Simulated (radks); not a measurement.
Values are calculated unless marked as measured or tabulated.
Problem. All-electron atom: As19+ in [Ne] 3s2 3p2. Code: a radial shooting solver on a logarithmic mesh with Libxc functionals. Model: scalar-relativistic Kohn-Sham, LB94 model potential, spin-polarised, spherical densities, finite nucleus; open shells are filled with parallel spins first; Fermi nuclear charge, rms radius 4.0968 fm. Some entries of the table are withheld. Estimate them.

orbital  occ.  eigenvalue (eV)  <r> (bohr)
1s down     1        -12591.81     0.04539
1s up       1        -12591.55     0.04540
2s up       1        -2273.056      0.2000
2s down     1        -2272.752      0.2002
2p up       3              (1)      0.1743
2p down     3              (2)      0.1746
3s up       1              (3)      0.5095
3s down     1              (4)      0.5080
3p up       2        -768.1422      0.4984
3p down     0        -763.4529      0.4962

Solution. 
(1) 2p up eigenvalue (eV): -2096.041
(2) 2p down eigenvalue (eV): -2094.513
(3) 3s up eigenvalue (eV): -823.7564
(4) 3s down eigenvalue (eV): -818.3702
